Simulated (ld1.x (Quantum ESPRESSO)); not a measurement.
# What one change does to a pseudopotential (molybdenum (Mo), PAW)

* Element: molybdenum
* Generator: ld1.x (Quantum ESPRESSO) 7.5
* Type: PAW
* Functional: PBE
* Relativity: scalar-relativistic
* Frozen core: [Kr]
* Valence charge: 6
* Reference configuration: 4d5 5s1 5p0
* Partial waves: 5s (bound): rcut 2.45, rcutus 3.35 bohr; 5s channel at 0.05 Ry: rcut 2.45, rcutus 3.35 bohr; 5p (bound, empty): rcut 2.40, rcutus 3.35 bohr; 5p channel at 0.45 Ry: rcut 2.40, rcutus 3.35 bohr; 4d (bound): rcut 1.70, rcutus 2.20 bohr; 4d channel at 3.8 Ry: rcut 1.70, rcutus 2.20 bohr
* Local potential: all-electron potential smoothed inside 1.80 bohr (lloc = -1)
* Core correction: Bessel-smoothed model core inside 1.10 bohr
* Augmentation charge: GAUSS, radius 1.40 bohr

Change: wave 5p channel at 0.45 Ry: rcut 2.40, rcutus 3.35 bohr becomes 5p channel at 4.41 Ry: rcut 2.40, rcutus 3.35 bohr.

Cutoffs: the cutoffs (Ry, on a coarse ladder) from which the occupation-weighted sum of valence levels, in a spherical-Bessel basis at the reference potential, stays within 10 and 1 mRy of its value at 400 Ry; they do not see the model core or the augmentation charge, which bear on the density cutoff. Errors are all-electron minus pseudo energies relative to the spin-unpolarised reference configuration.

Problem. Predict the effect on cutoff, ghosts and configuration errors.

Solution. The potential gets neither clearly harder nor softer (21 Ry and 35 Ry → 21 Ry and 35 Ry); the bound ghosts move from s to p, s; the number of tests that count goes from 6 to 7; the errors of the 6 common tests hardly move.

```tsv
quantity	base	changed
cutoff, loose	21 Ry	21 Ry
cutoff, tight	35 Ry	35 Ry
bound ghosts	s	s, p
tests counted (converged, no solver errors)	6 of 7	7 of 7
error for 4d5 5s0 5p0, meV [ΔE 6.89 eV]	-5.2	-5.2
error for 4d4 5s0 5p0, meV [ΔE 22.35 eV]	-72	-72
error for 4d3 5s0 5p0, meV [ΔE 49.10 eV]	-472	-472
error for 4d4 5s2 5p0, meV [ΔE 0.20 eV]	-44	-44
error for 4d4 5s1 5p0, meV [ΔE 8.06 eV]	-39	-39
error for 4d6 5s0 5p0, meV [ΔE 0.76 eV]	-19	-19
s: phases at 3.65 bohr within 0.05 rad from the reference energy up to (Ry; the scan ends near 5)	2.0	2.0
p: phases at 3.65 bohr within 0.05 rad from the reference energy up to (Ry; the scan ends near 5)	2.9	2.8
d: phases at 3.65 bohr within 0.05 rad from the reference energy up to (Ry; the scan ends near 5)	4.6	4.6
lowest overlap eigenvalue by channel	s 0.12, p 0.43, d 0.82	s 0.12, p 0.03, d 0.82
```

Base: Tests not counted: 4d4 5s1 5p1 (solver errors, printed error -2.3 eV). A true bound ghost makes a file unfit for plane-wave use even where its test errors are small: the radial tests pick states by their node count and pass the ghost by. Where a test does run into it, the solver fails or the error is huge.
